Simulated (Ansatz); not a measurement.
Harmonic frequencies (cm⁻¹) at PBE0-D4/def2-TZVP from Ansatz: 410, 471, 561, 656, 696, 716, 791, 840, 893, 928, 1048, 1100, 1103, 1272, 1385, 1484, 1579, 3206, 3220, 3264, 3266.

(1) Which molecule is it?
A. `Fc1ccc[se]1`
B. `c1cc[se]c1`
C. `c1cnccn1`
D. `Oc1cccs1`

## Answers

(1) B.
